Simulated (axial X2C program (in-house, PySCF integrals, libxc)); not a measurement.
What spin–orbit coupling does to IrC⁺

Calculated with an in-house relativistic program for diatomic molecules. Spin-free means the one-electron spin-free X2C Hamiltonian; two-component (2c) means X2C with spin–orbit coupling and atomic mean-field two-electron Coulomb and Gaunt terms, so the difference of the two also holds small scalar two-electron terms. Basis: Ir dyall-cv3z [13s14p9d6f4g], C dyall-v3z [7s6p2d1f] (cores contracted in-house); Gaussian nuclei, density fitting, unrestricted open shells. Masses: Ir 192.963 u, C 12.000 u.

Spin-free state: M_S = 0, Λ = 0 (closed shell); fragments Ir+ + C.

```json
{"level": "PBE0", "Re (Å)": "1.607", "ωe (cm⁻¹)": "1212.8", "De (eV)": "6.910", "μ (D)": "-1.41"}
{"level": "PBE", "Re (Å)": "1.629", "ωe (cm⁻¹)": "1161.2", "De (eV)": "8.067", "μ (D)": "-1.24"}
```

Dipoles are positive if C is the positive end and refer to the centre of mass.

Two-component determinant lowest at the distance of the search:

Ω = 3 (⟨Sz⟩ = 1.00, ⟨Lz⟩ = 2.00 at PBE0); fragments Ir+ + C.

```json
{"level": "PBE0", "Re (Å)": "1.660", "ωe (cm⁻¹)": "1079.8", "De (eV)": "6.309", "μ (D)": "-0.81"}
{"level": "PBE", "Re (Å)": "1.677", "ωe (cm⁻¹)": "1050.4", "De (eV)": "n/a", "μ (D)": "-0.58"}
```

Question: From the two tables, how do the constants change at the PBE0 level (2c against spin-free)?

Answer: At the PBE0 level Re increases by 0.053 Å and ωe decreases by 133.0 cm⁻¹; De is not compared, since the atomic limits differ or miss part of their spin–orbit lowering. The two determinants differ in configuration, so these shifts compare two states and are not the spin–orbit effect on one state.

The state is a single determinant with fixed occupations, the lowest that a limited PBE0 search found. Closed shells are restricted here (equal orbitals for both partners); the stretched side of such a curve lies too high. Dissociation energies refer to the lowest single-determinant-based atoms at the same level and basis. De is not given where an atomic determinant may have missed its ground term or J level, or where the truncated virtual space spoils (T). Density functionals use the spin component along the axis (collinear). In 2c an atomic determinant is not the ground J level, so De misses part of the atomic spin–orbit lowering. This holds for PBE0. PBE0 can misorder states that lie within some tenths of an eV, so this need not be the ground state of the molecule. The nearest other spin-free determinant of the search, M_S = 1, Λ = 2, lies 0.36 eV up at the distance of the search. Without a current term, density functionals place determinants with orbital angular momentum somewhat too high. With several unpaired electrons one determinant need not be a pure state. A state of lower Ω lies just above, and one determinant can place such states too high, so the state shown need not be the lowest. The search has Ω = 0 only 0.08 eV up. At some level and bond length an empty orbital lies below a filled one.
